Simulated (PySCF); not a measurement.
Computed IR spectrum (relative IR intensity) of a molecule C₄H₇ClSi. The structure is a stationary point at B3LYP-D3(BJ)/def2-SVP. One conformer was computed; it need not be the lowest. All values below come from B3LYP-D3(BJ)/def2-SVP run with PySCF. Frequencies are harmonic and unscaled.

Lines under 2 % of the strongest are left out, and lines within 2 cm⁻¹ are merged.

```json
[
 {"ν (cm⁻¹)": "462", "relative intensity": "5.5"},
 {"ν (cm⁻¹)": "521", "relative intensity": "4.4"},
 {"ν (cm⁻¹)": "630", "relative intensity": "4.9"},
 {"ν (cm⁻¹)": "661", "relative intensity": "6.9"},
 {"ν (cm⁻¹)": "674", "relative intensity": "7.9"},
 {"ν (cm⁻¹)": "763", "relative intensity": "15"},
 {"ν (cm⁻¹)": "765", "relative intensity": "11"},
 {"ν (cm⁻¹)": "927", "relative intensity": "100"},
 {"ν (cm⁻¹)": "942", "relative intensity": "14"},
 {"ν (cm⁻¹)": "950", "relative intensity": "4.7"},
 {"ν (cm⁻¹)": "958", "relative intensity": "22"},
 {"ν (cm⁻¹)": "1190", "relative intensity": "2.5"},
 {"ν (cm⁻¹)": "1362", "relative intensity": "13"},
 {"ν (cm⁻¹)": "1454", "relative intensity": "2.9"},
 {"ν (cm⁻¹)": "1462", "relative intensity": "4.5"},
 {"ν (cm⁻¹)": "2046", "relative intensity": "3.7"},
 {"ν (cm⁻¹)": "2211", "relative intensity": "36"},
 {"ν (cm⁻¹)": "2214", "relative intensity": "33"},
 {"ν (cm⁻¹)": "2253", "relative intensity": "23"},
 {"ν (cm⁻¹)": "3022", "relative intensity": "6.8"},
 {"ν (cm⁻¹)": "3091", "relative intensity": "2.8"},
 {"ν (cm⁻¹)": "3131", "relative intensity": "2.6"}
]
```

Question: Which structure fits?
A. C#C[C@@H]([SiH3])CCl
B. CC([SiH3])=C=CCl
C. C#C[Si@@H](Cl)CC
D. [SiH3]C1=C(Cl)CC1

Answer: B, CC([SiH3])=C=CCl
